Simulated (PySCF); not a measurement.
```xyz
7
charge 0 multiplicity 1, angstrom
Mo    0.0000    0.0000   -0.0307
H     0.9489    0.0000    1.2923
H    -0.4744    0.8218    1.2923
H    -0.4744   -0.8218    1.2923
H     1.6582    0.0000   -0.3013
H    -0.8291    1.4360   -0.3013
H    -0.8291   -1.4360   -0.3013
```

All numbers come from PBE0 in PySCF with Mo def2-TZVP with ECP28, H def2-TZVP; scalar-relativistic core potentials, no spin–orbit coupling; density-fitted integrals.

This geometry of MoH₆ is a stationary point at this level.

What is the point group?

C3v.

Is it a minimum?

Yes: all harmonic wavenumbers are real.

Which band is strongest in the infrared?

1956 cm⁻¹ (e), 432 km/mol.

What is the atomisation energy, with and without zero-point energy?

1442 kJ/mol without, 1323 kJ/mol with.

Only a few start shapes were tried, so a lower isomer may exist.
